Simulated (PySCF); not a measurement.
## Computed properties of dihydroxy(hydroxysilyl)silane (H6O3Si2), SMILES O[SiH2][SiH](O)O

H6O3Si2, SMILES O[SiH2][SiH](O)O. Coordinates come from a ωB97X-D3(BJ)/def2-SVP optimisation. One conformer was computed; it need not be the lowest. All values are computed for the isolated molecule unless a solvent is named; none is compared with measurement here.

**Structure.** All 27 harmonic modes at ωB97X-D3(BJ)/def2-SVP (PySCF) are real, so it is a minimum. With heavy atoms numbered as in [OH:1][SiH2:2][SiH:3]([OH:4])[OH:5], the shortest bond between them is Si3–O4 at 1.665 Å and the longest Si2–Si3 at 2.327 Å.

**Vibrations.** The strongest infrared lines (harmonic, unscaled, degenerate partners summed) lie at 960 cm⁻¹ (226 km/mol, H 49 %, Si 30 %, O 21 %), 978 cm⁻¹ (210 km/mol, H 88 %, Si 8 %), 2263 cm⁻¹ (169 km/mol, H 97 %). The softest mode is at 54 cm⁻¹ and the zero-point energy is 44.2 kcal/mol.

**Electronic structure.** HF/def2-TZVP (PySCF) places the frontier levels at -10.91 and 2.49 eV, a gap of 13.40 eV, and gives a dipole moment of 1.46 D and a mean polarisability of 55.6 bohr³. PBE/def2-TZVP (PySCF) at the same geometry gives -6.68 and -1.45 eV, so its gap is 8.17 eV narrower. An orbital gap is neither the optical nor the fundamental gap.

**Excitations.** TDA-M06-2X/def2-SVPD (PySCF) has S1 at 6.23 eV (199 nm, f = 0.019, weak); the most intense of the 10 singlets computed lies at 7.79 eV (f = 0.14). T1 (TDA) is at 5.67 eV, 0.56 eV under S1. TDA-PBE/def2-SVPD (PySCF) puts S1 at 5.46 eV. No vertical singlet excitation falls in the visible range (under 3.1 eV).

**NMR.** GIAO shifts at PBE0/pcSseg-1 (PySCF) (non-relativistic, atoms alike by connectivity averaged): ¹H from 0.7 to 5.4 ppm against TMS; ²⁹Si from -25.3 to -11.7 ppm against TMS.

**Solvation.** SMD-M06-2X/6-31G* (PySCF) gives -10.5 kcal/mol in water, -7.6 kcal/mol in acetone, -6.2 kcal/mol in tetrahydrofuran (1 M in both phases, gas-phase geometry); of these solvents water holds the molecule best.
